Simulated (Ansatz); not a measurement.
Isomers of C2H6O, B3LYP-D3(BJ)/def2-TZVP minima from an xTB search, which can miss the lowest.
Isomer 1, SMILES CCO (charge 0, multiplicity 1, Z-matrix in Å and degrees):
```
C
H 1 1.0909
H 1 1.0974 2 107.33
O 1 1.4249 2 105.23 3 -117.78
H 4 0.9634 1 108.46 2 179.91
C 1 1.5193 2 110.40 3 120.23
H 6 1.0910 1 110.58 2 60.58
H 6 1.0926 7 108.56 1 121.65
H 6 1.0936 7 108.24 8 116.57
```
Isomer 2, SMILES COC (charge 0, multiplicity 1):
```xyz
9

C     -1.1629    -0.1519     0.0003
O      0.0703    -0.7897     0.2426
C      1.1707     0.0641     0.0267
H     -1.9503    -0.8796     0.1907
H     -1.2387     0.1941    -1.0394
H     -1.3055     0.7119     0.6634
H      1.2046     0.4209    -1.0115
H      2.0738    -0.5074     0.2355
H      1.1379     0.9376     0.6917
```

Correlated levels freeze the cores. MP2 and its Hartree–Fock in cc-pVQZ are density fitted.

Run with Ansatz (an electronic-structure program) with Gaussian orbitals. Each number belongs to the level named beside it.

The energy of isomer 2 above isomer 1 is E(isomer 2) − E(isomer 1). Total energies (hartree):

```json
[
 {"level": "HF/cc-pVTZ", "isomer 2": "-154.1261683", "isomer 1": "-154.1420630"},
 {"level": "MP2/cc-pVTZ", "isomer 2": "-154.7243641", "isomer 1": "-154.7440645"},
 {"level": "HF/cc-pVQZ", "isomer 2": "-154.1375950", "isomer 1": "-154.1537470"},
 {"level": "MP2/cc-pVQZ", "isomer 2": "-154.7769879", "isomer 1": "-154.7973635"},
 {"level": "CCSD(T)/cc-pVTZ", "isomer 2": "-154.7767372", "isomer 1": "-154.7953015"}
]
```

Question: Work out the energy of isomer 2 above isomer 1 at the basis-set limit: extrapolate the MP2 correlation part as X⁻³, take Hartree–Fock from the larger set, and add the CCSD(T) − MP2 difference of cc-pVTZ.

Answer: 
1. Differences (1 hartree = 627.509 kcal/mol): HF/cc-pVTZ 9.974; MP2/cc-pVTZ 12.362; HF/cc-pVQZ 10.135; MP2/cc-pVQZ 12.786; CCSD(T)/cc-pVTZ 11.649.
2. Correlation parts, MP2 less HF: 2.388 in cc-pVTZ (X = 3), 2.650 in cc-pVQZ (X = 4).
3. Limit (4³·(2.650) − 3³·(2.388))/(4³ − 3³) = 2.842; with HF/cc-pVQZ it gives 12.977.
4. CCSD(T) less MP2 in cc-pVTZ: -0.713.
Result: 12.26 kcal/mol, against 12.36 at MP2/cc-pVTZ. It is an estimate of this method's limit, not of the exact value.
